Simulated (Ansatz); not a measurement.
An input meant for Au(PH3)Cl (PH₃AuCl) (charge 0, singlet; atoms displaced at random, 0.08 Å in each coordinate).

```yaml
crystal:
  periodic: [false, false, false]
  atoms:
    - {symbol: Au, position_ang: [0.044754, 0.043872, -1.386672]}
    - {symbol: P, position_ang: [0.014047, 0.099136, 0.882287]}
    - {symbol: H, position_ang: [0.810787, -0.952129, 1.471768]}
    - {symbol: H, position_ang: [-1.213244, -0.232885, 1.420936]}
    - {symbol: H, position_ang: [0.419090, 1.124197, 1.590553]}
    - {symbol: Cl, position_ang: [0.059003, -0.050188, -3.600678]}
basis:
  gaussian: {orbitals: def2-mTZVP}
magnetization: {spin_polarized: true, initial_magnetization: 1}
hamiltonian: {xc: {name: rPW86-PBE}, dispersion: rvv10}
scf: {lower_state_search: light}
```

```sh
$ ansatz run in.yaml --threads 4 --pin off --events-out ev --progress --plain --max-ram 3916MiB
```

Shortened log:

```
Error: a molecule whose nuclei and cores have a total charge of 54 cannot have a net charge of 0 together with 1 unpaired electrons
```

In this input the number of unpaired electrons doesn't fit the electron count. The program refused the input.
